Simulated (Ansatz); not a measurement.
Reaction (cleavage of the Si–Si bond): `O[SiH2][SiH2]Cl` + `S[SiH](Cl)Cl` → `O[SiH2]S[SiH](Cl)Cl` + `[SiH3]Cl`

Calculated with Ansatz (gas phase, PBE0-D4/def2-TZVP geometries, no zero-point term in ΔE). CBS: MP2 limit from def2 TZ/QZ plus the TZ coupled-cluster correction, frozen cores. This one scheme is used for every species. Functionals use def2-TZVPP. One conformer a species, not always the lowest.

Task: Is it downhill or uphill in electronic energy at CCSD(T)/CBS, and by how much? (An estimate is asked.)

Result: The calculation gave: Downhill: ΔE = -21.3 kcal/mol.

Task: What do these levels give: PBE0-D4, ωB97M-V, PBE0, SCS-MP2/def2-TZVPP, SCS-MP2/def2-QZVPP, MP2/CBS(def2)? (Estimate.)

Result: Computed: PBE0-D4 -19.5, ωB97M-V -21.9, PBE0 -18.6, SCS-MP2/def2-TZVPP -22.6, SCS-MP2/def2-QZVPP -22.8, MP2/CBS(def2) -24.0 kcal/mol.

Largest T1 diagnostic among the species: 0.011.

The D4 term adds −1.8 kcal/mol with B3LYP and −1.0 kcal/mol with PBE0; it sums over pairs of atoms, weighted by their polarisabilities, and B3LYP, whose exchange is more repulsive, gets the larger term. From PBE to PBE0 (25 % exact exchange), in def2-TZVPP and without D4, ΔE moves by −1.2 kcal/mol.

B3LYP here is the variant with VWN-RPA as its local correlation; programs differ in this.
